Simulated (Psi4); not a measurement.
AlBr3 (SMILES [Br][Al]([Br])[Br]), singlet, geometry from GFN2-xTB (such geometries of metal compounds can be far from the true shape); B97M-V/STO-3G in Psi4.

Input for Psi4:
```
memory 2 GB

molecule {
0 1
  Al   -0.00000000   -0.00000000    0.00000000
  Br   -1.79907489   -1.33890033   -0.10448629
  Br   -0.01545118    1.98485471   -1.04897808
  Br    1.81452607   -0.64595437    1.15346437
}

set basis sto-3g

energy('b97m-v')
print_variables()
```

It wrote (shortened):

```
   => Loading Basis Set <=

    Name: STO-3G
    Role: ORBITAL
    Keyword: BASIS

         ---------------------------------------------------------
                                   SCF
               by Justin Turney, Rob Parrish, Andy Simmonett
                          and Daniel G. A. Smith
                              RKS Reference
         ---------------------------------------------------------

  ==> Geometry <==

    Molecular point group: c2v
    Full point group: C2v

    Geometry (in Angstrom), charge = 0, multiplicity = 1:

       Center              X                  Y                   Z               Mass
    ------------   -----------------  -----------------  -----------------  -----------------
         AL           0.000000000000    -0.000000000000    -0.000000001785    26.981538530000
         BR           0.000000000000    -0.000000000000    -2.245048317145    78.918337600000
         BR           0.000000000000    -1.944268879071     1.122524158877    78.918337600000
         BR          -0.000000000000     1.944268879071     1.122524158877    78.918337600000

  Running in c2v symmetry.

  Rotational constants: A =      0.02825  B =      0.02825  C =      0.01413 [cm^-1]
  Rotational constants: A =    847.02578  B =    847.02577  C =    423.51289 [MHz]
  Nuclear repulsion =  821.859868278903946

  Charge       = 0
  Multiplicity = 1
  Electrons    = 118
  Nalpha       = 59
  Nbeta        = 59

  ==> Algorithm <==

  SCF Algorithm Type is DF.
  DIIS enabled.
  MOM disabled.
  Fractional occupation disabled.
  Guess Type is SAD.
  Energy threshold   = 1.00e-06
  Density threshold  = 1.00e-06
  Integral threshold = 1.00e-12

  ==> Primary Basis <==

  Basis Set: STO-3G
    Blend: STO-3G
    Number of shells: 29
    Number of basis functions: 63
    Number of Cartesian functions: 66
    Spherical Harmonics?: true
    Max angular momentum: 2

  ==> DFT Potential <==

   => LibXC <=

    Version 7.1.2
    S. Lehtola, C. Steigemann, M. J. T. Oliveira, and M. A. L. Marques,  SoftwareX 7, 1–5 (2018) (10.1016/j.softx.2017.11.002)

   => Composite Functional: B97M-V <=

    B97M-V GGA Exchange-Correlation Functional

    N. Mardirossian and M. Head-Gordon,  J. Chem. Phys. 142, 074111 (2015) (10.1063/1.4907719)

    Deriv               =              1
    GGA                 =           TRUE
    Meta                =           TRUE

    Exchange Hybrid     =          FALSE
    MP2 Hybrid          =          FALSE

   => Exchange-Correlation Functionals <=

    1.0000   B97M-V exchange-correlation functional

   => LibXC Density Thresholds  <==

    XC_MGGA_XC_B97M_V:  1.00E-15

   => VV10 Non-Local Parameters <=

    VV10 B              =     6.0000E+00
    VV10 C              =     1.0000E-02

   => Molecular Quadrature <=

    Radial Scheme          =       TREUTLER
    Pruning Scheme         =           NONE
    Nuclear Scheme         =       TREUTLER

    Blocking Scheme        =         OCTREE
    BS radius alpha        =              1
    Pruning alpha          =              1
    Radial Points          =             75
    Spherical Points       =            302
    Total Points           =          78312
    Total Blocks           =            676
    Max Points             =            252
    Max Functions          =             43
    Weights Tolerance      =       1.00E-15

   => Loading Basis Set <=

    Name: (STO-3G AUX)
    Role: JKFIT
    Keyword: DF_BASIS_SCF

  ==> Integral Setup <==

  SCF_SUBTYPE=INCORE selected. In-core MEM_DF algorithm will be used.
  Using in-core AOs.

  ==> MemDFJK: Density-Fitted J/K Matrices <==

    J tasked:                   Yes
    K tasked:                    No
    wK tasked:                   No
    Algorithm:                 Core
    Schwarz Cutoff:           1E-12
    Mask sparsity (%):      31.9476
    Fitting Condition:        1E-10

   => Auxiliary Basis Set <=

  Basis Set: (STO-3G AUX)
    Blend: DEF2-UNIVERSAL-JKFIT
    Number of shells: 218
    Number of basis functions: 926
    Number of Cartesian functions: 1268
    Spherical Harmonics?: true
    Max angular momentum: 5

  Minimum eigenvalue in the overlap matrix is 3.8178240968E-01.
  Reciprocal condition number of the overlap matrix is 2.2222187460E-01.
    Using symmetric orthogonalization.

  ==> Pre-Iterations <==

  SCF Guess: Superposition of Atomic Densities via on-the-fly atomic UHF (no occupation information).

   -------------------------
    Irrep   Nso     Nmo
   -------------------------
     A1        27      27
     A2         6       6
     B1        11      11
     B2        19      19
   -------------------------
    Total      63      63
   -------------------------

  ==> Iterations <==

                           Total Energy        Delta E     RMS |[F,P]|

   @DF-RKS iter SAD: -7873.69491667797320   -7.87369e+03   0.00000e+00
   @DF-RKS iter   1: -7876.87696089644851   -3.18204e+00   1.41589e-02 DIIS/ADIIS
   @DF-RKS iter   2: -7876.53824817873738    3.38713e-01   2.35221e-02 DIIS/ADIIS
   @DF-RKS iter   3: -7877.14923240998178   -6.10984e-01   5.26223e-04 DIIS/ADIIS
   @DF-RKS iter   4: -7877.14934432529935   -1.11915e-04   1.05192e-04 DIIS/ADIIS
   @DF-RKS iter   5: -7877.14935980196515   -1.54767e-05   2.56061e-06 DIIS
   @DF-RKS iter   6: -7877.14935980689825   -4.93310e-09   2.13001e-07 DIIS
  Energy and wave function converged.

  ==> Post-Iterations <==

   Electrons on quadrature grid:
      Ntotal   =  118.0000299745 ; deviation = 2.997e-05

    Orbital Energies [Eh]
    ---------------------

    Doubly Occupied:

[...]
    Virtual:

[...]
      27A1     0.289972

    Final Occupation by Irrep:
             A1    A2    B1    B2
    DOCC [    25,    6,   10,   18 ]
    NA   [    25,    6,   10,   18 ]
    NB   [    25,    6,   10,   18 ]

  @DF-RKS Final Energy: -7877.14935980689825

   => Energetics <=

    Nuclear Repulsion Energy =            821.8598682789039458
    One-Electron Energy =              -12664.2803873994216701
    Two-Electron Energy =                4259.4155858660287777
    DFT Exchange-Correlation Energy =    -294.6440561166612042
    Empirical Dispersion Energy =           0.0000000000000000
    VV10 Nonlocal Energy =                  0.4996295642523576
    Total Energy =                      -7877.1493598068982465

Computation Completed

Properties will be evaluated at   0.000000,   0.000000,   0.000000 [a0]

Properties computed using the SCF density matrix

 Multipole Moments:

 ------------------------------------------------------------------------------------
     Multipole            Electronic (a.u.)      Nuclear  (a.u.)        Total (a.u.)
 ------------------------------------------------------------------------------------

 L = 1.  Multiply by 2.5417464519 to convert [e a0] to [Debye]
 Dipole X            :          0.0000000            0.0000000            0.0000000
 Dipole Y            :          0.0000000            0.0000000            0.0000000
 Dipole Z            :          0.0001011           -0.0000000            0.0001011
 Magnitude           :                                                    0.0001011

 ------------------------------------------------------------------------------------

  Variable Map:
  ----------------------------------------------------------------------------
[...]
  Array Variable Map:
  ----------------------------------------------------------------------------
[...]
[...]
```
